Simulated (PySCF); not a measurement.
# SMILES C=C1CC(=S)CCO1, C₆H₈OS

Cartesian coordinates in Å; atom numbers follow the order of the lines, from 1:
```xyz
16

C     2.320    0.560    0.783
C     1.105    0.386    0.281
C     0.602   -0.945   -0.218
C    -0.745   -1.249    0.349
S    -1.178   -2.737    0.827
C    -1.654   -0.068    0.459
C    -1.057    1.136   -0.267
O     0.236    1.440    0.208
H     3.015   -0.254    0.849
H     2.640    1.524    1.130
H     0.502   -0.894   -1.311
H     1.311   -1.738    0.014
H    -1.776    0.172    1.521
H    -2.645   -0.306    0.069
H    -1.031    0.947   -1.350
H    -1.651    2.035   -0.088
```

Computed, not measured: GIAO HF/pcSseg-1 magnetisability, rotational g tensor and spin-rotation constants, non-relativistic, gas phase in PySCF 2.14.0. Geometry: GFN2-xTB.

(1) Give the nuclear spin-rotation constants along the inertial axes (H = +C I·J) beside the isotropic shieldings.

(2) How do the rotational constants and the g tensor change when H9, H10, H11, H12, H13, H14, H15, H16 are replaced by deuterium?

Results:

(1) Rotational constants 3.0766, 1.2907, 0.9767 GHz. A star marks the isotopologue with that one atom substituted, in its own axes.
```
atom  isotope  Caa (kHz)  Cbb (kHz)  Ccc (kHz)  mean (kHz)  σ (ppm)
  H9       1H     -0.292      0.079     -0.116      -0.110     27.8
 H10       1H      0.111     -0.133     -0.075      -0.033     27.5
 H11       1H     -0.342     -0.135      0.039      -0.146     28.5
 H12       1H     -0.318      0.071     -0.113      -0.120     28.1
 H13       1H     -0.381     -0.128      0.042      -0.156     28.9
 H14       1H     -0.189     -0.019     -0.105      -0.104     29.1
 H15       1H     -0.330     -0.128      0.046      -0.137     28.1
 H16       1H     -0.256      0.014     -0.085      -0.109     28.0
  C1     13C*      0.790      0.411      0.164       0.455     97.6
  C2     13C*      1.212      0.532      0.231       0.658     32.0
  C3     13C*      0.543      0.236      0.182       0.320    141.6
  C4     13C*      1.899      0.977      0.243       1.039    -94.1
  S5     33S*      2.945      0.846      0.272       1.355   -307.7
  C6     13C*      0.569      0.210      0.169       0.316    146.7
  C7     13C*      0.590      0.227      0.198       0.338    134.6
  O8     17O*     -0.391     -0.186     -0.068      -0.215    257.0
```
For the geometry as given, no vibrational averaging.

(2) Constants 2.4992, 1.2099, 0.8945 GHz; g -0.0355, -0.0230, -0.0101, against -0.0441, -0.0243, -0.0110 before.
